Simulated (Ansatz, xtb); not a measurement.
# Relative energy of two isomers of C4H4FNSe

Structure X is `Nc1c[se]cc1F`, a singlet and structure Y is `Cc1n[se]cc1F`, a singlet. Both are isolated molecules in the gas phase, relaxed with B3LYP/def2-SVP; the shapes shown needn't be the lowest conformers.

X (Å):

```xyz
11

C    -1.4290   -0.5792    0.1310
C    -1.8646    0.4530    0.9243
C     0.5227    0.8058   -0.0361
C    -0.1007   -0.3493   -0.3887
F     0.4397   -1.2736   -1.2042
N    -2.0848   -1.7723   -0.1459
Se   -0.5803    1.8197    1.0848
H    -1.7698   -2.2356   -0.9922
H    -3.0951   -1.7487   -0.0678
H    -2.8186    0.5222    1.4441
H     1.5135    1.1308   -0.3460
```

Y (Å):

```xyz
11

C    -2.3799   -1.2783   -0.3828
C    -1.4645   -0.2085    0.1397
C     0.6668    0.7759    0.4794
C    -0.0331   -0.2651   -0.0501
F     0.5195   -1.2915   -0.7080
N    -1.9334    0.8243    0.7924
Se   -0.5558    1.9313    1.2859
H    -2.2906   -1.3700   -1.4777
H    -2.1213   -2.2598    0.0472
H    -3.4189   -1.0354   -0.1258
H     1.7452    0.9234    0.4469
```

Quicker runs give these differences E(Y) − E(X): GFN2-xTB −11.68 kcal/mol; HF/STO-3G −11.13 kcal/mol (at GFN2-xTB geometries); r2SCAN-D4/def2-SVP +1.10 kcal/mol (at GFN2-xTB geometries).

Question: Which of the two would you expect CCSD(T)/def2-SVP + ΔMP2/def2-TZVPP electronic energies to favour?

Answer: Too close to call at this level: CCSD(T)/def2-SVP + ΔMP2/def2-TZVPP gives E(Y) − E(X) = −1.44 kcal/mol.

Level by level:

```csv
level,geometry,E(Y) − E(X) (kcal/mol),departure from the last row (kcal/mol),"job, with rough time for the two"
GFN2-xTB,GFN2-xTB,−11.68,−10.24,"optimisation, 0.17 s"
HF/STO-3G,GFN2-xTB,−11.13,−9.69,"single point, 0.44 s"
r2SCAN-D4/def2-SVP,GFN2-xTB,+1.10,+2.54,"single point, 3.7 s"
B3LYP/def2-SVP,B3LYP/def2-SVP,−0.30,+1.14,"optimisation, 31 s"
HF/def2-SVP,B3LYP/def2-SVP,+2.81,+4.25,part of the CCSD(T) run
MP2/def2-SVP,B3LYP/def2-SVP,−1.08,+0.36,part of the CCSD(T) run
CCSD(T)/def2-SVP,B3LYP/def2-SVP,−1.93,−0.49,single point
CCSD(T)/def2-SVP + ΔMP2/def2-TZVPP,B3LYP/def2-SVP,−1.44,,"single point, 71 s"
```

As drawn, Y has 1 C–C, 1 C∷N, 1 N∷Se, 2 C–H in place of 1 C–N, 1 C∷C, 1 C∷Se, 2 N–H (∷ is an aromatic bond).

r2SCAN-D4/def2-SVP, HF/def2-SVP put the two in the other order. B3LYP/def2-SVP finds them nearly level. The largest departure from CCSD(T)/def2-SVP + ΔMP2/def2-TZVPP is that of GFN2-xTB, 10.24 kcal/mol. The last row adds to CCSD(T) the change of the MP2 difference between the two basis sets, here +0.49 kcal/mol.

With thermal terms from frequencies at re-optimised GFN2-xTB minima (ideal gas, soft modes damped towards free rotors, one conformer each, 298.15 K, 1 atm): the zero-point term adds −0.01 kcal/mol; ΔH is −1.37 and ΔG −1.89 kcal/mol.

The correlated steps freeze 15 core orbitals; the filled d shell of Se is correlated, in a basis made for valence electrons. Codes used: Ansatz 0.2.0, xtb 6.7.1; the last row on 4 threads of Arm Neoverse V1 on a shared host.
